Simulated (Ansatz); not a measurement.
`FB([SiH3])Br` + H₂O → `OB(F)Br` + SiH₄ at 400 K and 1 bar (formal hydrolysis of a B–Si bond).

Calculated with Ansatz (gas phase, PBE0-D4/def2-TZVP geometries, no zero-point term in ΔE). CCSD(T)/CBS adds triple-zeta CCSD(T) − MP2 to the extrapolated MP2 energy (def2 sets, frozen cores). This one scheme is used for every species. For Br outer-core shells are correlated without core-valence functions, which leaves a few kJ/mol of doubt a bond. Scalar relativity is left out up to krypton. One conformer a species, not always the lowest.

| species | CCSD(T)/CBS energy (Eh) | H − E (kJ/mol) | S (J/(mol·K)) |
| --- | --- | --- | --- |
| `FB([SiH3])Br` | -2988.86296 | 111.6 | 368.9 |
| H₂O | -76.37941 | 69.8 | 198.6 |
| `OB(F)Br` | -2773.83630 | 80.2 | 315.8 |
| SiH₄ | -291.46306 | 96.9 | 218.6 |

H − E and S are ideal-gas, rigid-rotor, harmonic terms from PBE0-D4/def2-TZVP, for one conformer and one mirror image of each species. 1 Eh = 2625.50 kJ/mol, R = 8.31446 J/(mol·K).

Question: By hand: ΔE, ΔH, ΔS and ΔG.

Answer: ΔE = (-2773.83630) + (-291.46306) − (-2988.86296) − (-76.37941) = -0.05699 Eh = -149.6 kJ/mol. Δ(H − E) = 80.2 + 96.9 − 111.6 − 69.8 = -4.3, so ΔH = -153.9 kJ/mol. ΔS = 315.8 + 218.6 − 368.9 − 198.6 = -33.1 J/(mol·K). ΔG = -153.9 − 400 × (-33.1)/1000 = -140.7 kJ/mol.

Question: By hand: the equilibrium constant, and the temperature at which ΔG would vanish if ΔH and ΔS stayed fixed.

Answer: log₁₀ K = −ΔG/(RT ln 10) = 18.4. ΔG = 0 at ΔH/ΔS = 4650 K, far beyond where these terms or the molecules hold.

ΔH outweighs TΔS. A doubt of 5 kJ/mol in ΔE shifts log₁₀ K by 0.7 here. Other conformers and mirror images would add mixing entropy, several J/(mol·K) or more a flexible species. Modes under 60 cm⁻¹, often nearly free rotors, make the harmonic entropy too high. These are equilibria of isolated gas molecules and say nothing of rates. Largest T1 diagnostic: 0.012 (customary marks: 0.02 for closed shells, 0.045 for open ones).
